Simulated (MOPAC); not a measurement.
MOPAC input (PM6):

```
PM6 FORCE THERMO(298,298) PRECISE LET GEO-OK AUX(PRECISION=9) THREADS=1
FO2Ta

Ta    0.05725478 1   -0.09029081 1   -0.25949791 1
O    -1.26155555 1   -0.83323085 1    0.44108430 1
O    -0.42970394 1    1.50340081 1   -0.18841385 1
F     1.12234795 1   -0.04949860 1    1.29942572 1
```

From the output:

```
     F    4   4.525734   0.572227   0.572218   4.737384

          HEAT OF FORMATION =    -243.392019 KCALS/MOLE

          ZERO POINT ENERGY       5.060 KCAL/MOL

           NORMAL COORDINATE ANALYSIS (Total motion = 1 Angstrom)

   Root No.       1         2         3         4         5         6

                 1 A"      1 A'      2 A'      3 A'      2 A"      4 A'

                 230.2     234.9     373.0     677.0     925.4    1099.3

           1    0.0281    0.0171   -0.0385   -0.0145   -0.0489   -0.0305
           2   -0.0235    0.0204   -0.0460   -0.0173    0.0409   -0.0364
           3    0.0000   -0.0571    0.0030   -0.0820   -0.0000    0.0051
           4    0.0343    0.0158   -0.0198    0.0491    0.4652    0.4493
           5    0.0399    0.0253    0.4585    0.0111   -0.0007   -0.0174
           6    0.3022    0.3154   -0.0037   -0.0107   -0.0050    0.0018
           7   -0.0332    0.0221    0.4548    0.0023    0.0829   -0.0966
           8   -0.0409    0.0201    0.0616    0.0503   -0.4577    0.4391
           9   -0.3022    0.3154   -0.0037   -0.0107    0.0051    0.0018
          10   -0.2684   -0.1946   -0.0001    0.0948    0.0045   -0.0069
          11    0.2245   -0.2326   -0.0001    0.1134   -0.0038   -0.0082
          12   -0.0000    0.0124   -0.0220    0.7986    0.0000   -0.0519

           MASS-WEIGHTED COORDINATE ANALYSIS (NORMAL COORDINATES)

   Root No.       1         2         3         4         5         6

                 1 A"      1 A'      2 A'      3 A'      2 A"      4 A'

                 230.2     234.9     373.0     677.0     925.4    1099.3

           1    0.1599    0.0964   -0.1901   -0.0522   -0.2378   -0.1556
           2   -0.1337    0.1152   -0.2273   -0.0625    0.1989   -0.1861
           3    0.0000   -0.3221    0.0147   -0.2955   -0.0000    0.0262
           4    0.0581    0.0266   -0.0291    0.0526    0.6722    0.6824
           5    0.0676    0.0424    0.6742    0.0119   -0.0010   -0.0264
           6    0.5117    0.5293   -0.0055   -0.0114   -0.0073    0.0028
           7   -0.0562    0.0371    0.6687    0.0024    0.1198   -0.1467
           8   -0.0692    0.0337    0.0906    0.0539   -0.6614    0.6670
           9   -0.5117    0.5294   -0.0055   -0.0114    0.0073    0.0028
          10   -0.4953   -0.3559   -0.0002    0.1107    0.0071   -0.0114
          11    0.4142   -0.4255   -0.0002    0.1324   -0.0059   -0.0136
          12   -0.0000    0.0226   -0.0353    0.9328    0.0000   -0.0858

          DESCRIPTION OF VIBRATIONS

 VIBRATION          1    1A"         ATOM PAIR     ENERGY CONTRIBUTION    RADIAL
 FREQUENCY           230.20         Ta1 -- F 4         +38.9% ( 54.1%)      0.0%
 TRANSITION DIPOLE   0.3051         Ta1 -- O 2         +30.6% ( 48.0%)      3.3%
 TRAVEL (Ang.)       0.2214         Ta1 -- O 3         +30.6% ( 48.0%)      3.3%
 REDUCED MASS        5.9735
 EFFECTIVE MASS     26.8786
 FORCE CONSTANT      0.1865

 VIBRATION          2    1A'         ATOM PAIR     ENERGY CONTRIBUTION    RADIAL
 FREQUENCY           234.87         Ta1 -- O 3         +36.7% ( 55.8%)      0.7%
 TRANSITION DIPOLE   1.3499         Ta1 -- O 2         +36.7% ( 55.8%)      0.7%
 TRAVEL (Ang.)       0.1990         Ta1 -- F 4         +26.6% ( 47.5%)      7.9%
 REDUCED MASS        7.2510
 EFFECTIVE MASS     37.3476
 FORCE CONSTANT      0.2357

 VIBRATION          3    2A'         ATOM PAIR     ENERGY CONTRIBUTION    RADIAL
 FREQUENCY           373.02         Ta1 -- O 3         +45.7% ( 55.8%)      3.1%
 TRANSITION DIPOLE   1.0540         Ta1 -- O 2         +45.7% ( 55.8%)      3.1%
 TRAVEL (Ang.)       0.1500         Ta1 -- F 4          +8.6% ( 24.2%)      0.0%
 REDUCED MASS        8.0375
 EFFECTIVE MASS     27.6061
 FORCE CONSTANT      0.6589

 VIBRATION          4    3A'         ATOM PAIR     ENERGY CONTRIBUTION    RADIAL
 FREQUENCY           677.03         Ta1 -- F 4         +96.4% (100.1%)     99.9%
 TRANSITION DIPOLE   4.2003         Ta1 -- O 3          +1.8% ( 13.7%)     11.3%
 TRAVEL (Ang.)       0.0766         Ta1 -- O 2          +1.8% ( 13.7%)     11.3%
 REDUCED MASS       16.9852
 EFFECTIVE MASS     27.2481
 FORCE CONSTANT      4.5871

 VIBRATION          5    2A"         ATOM PAIR     ENERGY CONTRIBUTION    RADIAL
 FREQUENCY           925.40         Ta1 -- O 2         +49.6% ( 77.3%)     95.4%
 TRANSITION DIPOLE   7.6153         Ta1 -- O 3         +49.6% ( 77.3%)     95.4%
 TRAVEL (Ang.)       0.0942         Ta1 -- F 4          +0.8% (  9.8%)      0.0%
 REDUCED MASS        8.2060
 EFFECTIVE MASS     24.1130
 FORCE CONSTANT      4.1403

 VIBRATION          6    4A'         ATOM PAIR     ENERGY CONTRIBUTION    RADIAL
 FREQUENCY          1099.33         Ta1 -- O 2         +49.6% ( 65.3%)     96.4%
 TRANSITION DIPOLE   2.4356         Ta1 -- O 3         +49.6% ( 65.3%)     96.4%
 TRAVEL (Ang.)       0.0898         Ta1 -- F 4          +0.8% (  8.5%)      8.3%
 REDUCED MASS        7.6029
 EFFECTIVE MASS     20.9068
 FORCE CONSTANT      5.4136

      SYMMETRY NUMBER FOR POINT-GROUP Cs  =  1

          SYSTEM IS A GROUND STATE

 FO2Ta

          MOLECULE IS NOT LINEAR

          THERE ARE  6 GENUINE VIBRATIONS IN THIS SYSTEM
          THIS THERMODYNAMICS CALCULATION IS LIMITED TO
          MOLECULES WHICH HAVE NO INTERNAL ROTATIONS

                    CALCULATED THERMODYNAMIC PROPERTIES
                                          *
   TEMP. (K)   PARTITION FUNCTION   H.O.F.    ENTHALPY  HEAT CAPACITY ENTROPY
                                   KCAL/MOL   CAL/MOLE    CAL/K/MOL  CAL/K/MOL

 298.00  VIB.     0.2782D+01                   975.2764     6.7280     5.3059
         ROT.     0.7324D+05                   888.2803     2.9808    25.2406
         INT.     0.2038D+06                  1863.5567     9.7088    30.5465
         TRA.     0.3415D+28                  1480.4672     4.9680    42.2236
         TOT.                     -243.392    3344.0238    14.6768    72.7701

   *: NOTE: HEATS OF FORMATION ARE RELATIVE TO THE
            ELEMENTS IN THEIR STANDARD STATE AT 298K
              (=  Standard Enthalpy of Formation).

            Hvib:  Zero-point energy is not included.
                   frequencies of less than zero cm-1 are not included.
            Hrot = (3/2)RT
            Htra = (3/2)RT + pV = (5/2)RT

            Heat capacity is Cp, not Cv

          For more information, see: HTTP://OpenMOPAC.net/Manual/thermochemistry.html

           FORCE CONSTANT IN CARTESIAN COORDINATES (Millidynes/A)

    ATOM   CHEMICAL       X               Y               Z
   NUMBER   SYMBOL  FORCE CONSTANT  FORCE CONSTANT  FORCE CONSTANT

      1      Ta        9.151689        9.208754        4.968505
      2       O        8.968193        0.607834        0.277131
      3       O        0.949589        8.626436        0.277132
      4       F        0.289472        0.306995        4.566722

 **********************
 *                    *
 * JOB ENDED NORMALLY *
 *                    *
 **********************
```
